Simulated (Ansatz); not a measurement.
C₂H₅BrOSi (`Br[SiH]1CCO1`), relaxed with RKS PBE0-D4/def2-TZVP in Ansatz from a PBE-D4/def2-SVP geometry. The force threshold is 0.005 eV/Å; the program also tests the step.

Charge 0, multiplicity 1.

Start:

```xyz
10

Br    1.936   -1.279   -1.949
Si    1.018   -0.678    0.005
C     0.048    0.943    0.013
C    -1.170   -0.006    0.190
O    -0.533   -1.318    0.282
H     2.031   -1.014    1.056
H     0.237    1.610    0.877
H     0.055    1.538   -0.920
H    -1.871    0.017   -0.672
H    -1.751    0.188    1.118
```

```json
{"step": "1", "energy (eV)": "-82114.2908", "largest force (eV/Å)": "0.861", "largest move (Å)": "0.000"}
{"step": "2", "energy (eV)": "-82114.3475", "largest force (eV/Å)": "0.664", "largest move (Å)": "0.035"}
{"step": "3", "energy (eV)": "-82114.3614", "largest force (eV/Å)": "0.096", "largest move (Å)": "0.024"}
{"step": "4", "energy (eV)": "-82114.3619", "largest force (eV/Å)": "0.022", "largest move (Å)": "0.005"}
{"step": "5", "energy (eV)": "-82114.3619", "largest force (eV/Å)": "0.009", "largest move (Å)": "0.002"}
{"step": "6", "energy (eV)": "-82114.3619", "largest force (eV/Å)": "0.003", "largest move (Å)": "0.002"}
```

End:

```xyz
10

Br    1.912   -1.271   -1.918
Si    0.992   -0.669    0.007
C     0.053    0.941    0.011
C    -1.158   -0.002    0.189
O    -0.514   -1.303    0.265
H     1.994   -1.004    1.043
H     0.234    1.597    0.862
H     0.050    1.524   -0.908
H    -1.845    0.013   -0.660
H    -1.718    0.174    1.109
```

It took 31 s on 4 threads of an Arm Neoverse V1 on a shared host, with 0.64 GiB of host memory at the peak.
